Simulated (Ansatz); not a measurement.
CBrFI2, SMILES `FC(Br)(I)I` at its PBE0-D4/def2-TZVP geometry, where that method's forces vanish. Charge 0, multiplicity 1. I: def2 effective core potential.

```xyz
5

F     1.2046   -0.7483   -0.3384
C     0.1097   -0.0657    0.0058
Br    0.0761    0.0854    1.9332
I    -1.6083   -1.1523   -0.6974
I     0.2180    1.8808   -0.9032
```

What forces (eV/Å) does r2SCAN-D4/def2-TZVPP give on these atoms in Ansatz? (Estimate.)

Computed: 
```
F1   0.231 -0.144 -0.074
C2  -0.059  0.037  0.014
Br3  0.017  0.010  0.303
I4  -0.228 -0.173 -0.107
I5   0.039  0.271 -0.137
```
